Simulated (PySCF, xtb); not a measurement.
Zr(Me)(H)3 (CH6Zr), SMILES [CH3][ZrH3], multiplicity 1.

xtb with GFN2-xTB at its own geometry gives an orbital gap of 2.02 eV and a dipole moment of 0.45 D.

Geometry: B3LYP-D3(BJ)/def2-TZVP. The spin state was assumed, not searched. The structure was generated by enumeration; whether it is a known compound was not checked. The def2 effective core potentials stand for the cores of Zr; spin–orbit coupling is left out.

Q: What does PBE/def2-TZVPD in PySCF give? (An estimate is asked for; the answer gives what the named calculation found.)

A: gap 3.83 eV (levels -6.82 and -3.00 eV), dipole 1.13 D.
